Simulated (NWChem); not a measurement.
C2H3F2NSi; SMILES F[Si](N)(F)C#C

```xyz
9

C     -0.0030     2.6805    -0.0404
C      0.0098     1.4650    -0.0347
Si     0.0200    -0.3510    -0.0214
N     -1.5062    -0.9307     0.4053
F      0.4440    -0.9425    -1.4587
F      1.2120    -0.8402     0.9515
H     -0.0106     3.7567    -0.0479
H     -2.1531    -0.3696     0.9440
H     -1.7634    -1.9091     0.3662
```
Atoms are numbered in this order, from 1.

Level: PBE0/def2-SVP (NWChem), optimised geometry, unscaled harmonic frequencies. 

Task: List the harmonic frequencies with IR intensities, and the thermochemistry.

Result: 
```csv
frequency (cm⁻¹),IR intensity (km/mol)
88,10.6
132,2.7
152,0.3
250,136.6
294,47.7
319,31.0
336,23.5
390,44.3
407,55.6
627,40.4
752,27.6
764,25.6
772,6.8
883,296.6
957,195.4
991,205.2
1528,90.0
2185,69.7
3473,48.9
3638,70.0
3744,69.5
```

- zero-point energy = 32.4 kcal/mol
- thermal correction to the enthalpy at 298.15 K (with zero-point energy) = 37.9 kcal/mol
- heat capacity Cv = 25.9 cal/(mol K)
- entropy at 298.15 K and 1 atm (symmetry number 1) = 85.6 cal/(mol K)
- dipole moment = 3.08 D

Rigid rotor and harmonic oscillator; modes under 100 cm⁻¹ make the entropy uncertain.
